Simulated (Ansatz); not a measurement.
Consider the redistribution: `N[Si](F)(F)F` + `[NH2][GeH2][SiH2]O` → `[NH2][GeH2][Si](N)(F)F` + `O[SiH2]F`.

Isolated molecules relaxed with PBE0-D4/def2-TZVP in Ansatz; ΔE leaves out vibrations. CBS: MP2 limit from def2 TZ/QZ plus the TZ coupled-cluster correction, frozen cores. This one scheme is used for every species. Functionals use def2-TZVPP. B3LYP here is the variant with VWN-RPA as its local correlation; programs differ in this. For Ge outer-core shells are correlated without core-valence functions, which leaves a few kJ/mol of doubt a bond. Scalar relativity is left out up to krypton. One conformer a species, not always the lowest.

`N[Si](F)(F)F`:

Cartesian coordinates in Å:
```
N -0.775 0.286 -0.651
Si 0.422 -0.157 0.429
F 1.782 -0.639 -0.210
F -0.082 -1.357 1.313
F 0.790 1.074 1.339
H -1.350 -0.392 -1.121
H -0.788 1.186 -1.098
```

`[NH2][GeH2][SiH2]O`:

```xyz
11

N     0.619    1.278    0.778
Ge   -0.850    0.703   -0.248
Si   -0.078   -1.539   -0.590
O     1.234   -1.527    0.401
H     1.261    1.865    0.261
H     0.351    1.782    1.613
H    -2.092    0.853    0.651
H    -1.027    1.609   -1.484
H     0.302   -1.813   -2.003
H    -1.067   -2.569   -0.176
H     1.347   -0.641    0.797
```

`[NH2][GeH2][Si](N)(F)F`:

Z-matrix (Å, degrees):
```
Ge
Si 1 2.373
N 1 1.843 2 106.8
H 1 1.554 2 108.6 3 -123.8
H 1 1.537 2 112.6 3 117.5
F 2 1.591 1 113.9 3 -80.5
N 2 1.689 1 112.0 3 159.0
F 2 1.600 1 106.4 3 33.8
H 3 1.011 1 113.4 2 -49.4
H 3 1.011 1 114.5 2 -174.8
H 7 1.006 2 122.0 1 -44.4
H 7 1.007 2 122.1 1 157.9
```

`O[SiH2]F`:

Z-matrix (Å, degrees):
```
Si
F 1 1.596
O 1 1.630 2 111.0
H 1 1.482 2 106.0 3 121.4
H 1 1.474 2 108.2 3 -116.3
H 3 0.958 1 119.1 2 71.8
```

```
             level  ΔE (kJ/mol)  difference from CCSD(T)/CBS
            PBE-D4         13.5                          0.9
         r2SCAN-D4         16.6                          4.0
          B3LYP-D4          9.2                         -3.4
           ωB97M-V         11.9                         -0.7
            B2PLYP         10.0                         -2.6
             B3LYP          8.8                         -3.8
     HF/def2-TZVPP          4.1                         -8.5
    MP2/def2-TZVPP         12.3                         -0.3
SCS-MP2/def2-TZVPP          9.1                         -3.5
   CCSD/def2-TZVPP         12.3                         -0.3
     HF/def2-QZVPP          3.3                         -9.3
    MP2/def2-QZVPP         11.4                         -1.2
SCS-MP2/def2-QZVPP          8.2                         -4.4
      HF/CBS(def2)          3.2                         -9.4
     MP2/CBS(def2)         11.1                         -1.5
    CCSD/CBS(def2)         11.1                         -1.5
       CCSD(T)/CBS         12.6                            0
```

Largest T1 diagnostic among the species: 0.012.

In def2-TZVPP, CCSD(T) changes the Hartree–Fock value by +9.6 kJ/mol (the triples alone add +1.5 kJ/mol) and MP2 by +8.2 kJ/mol.
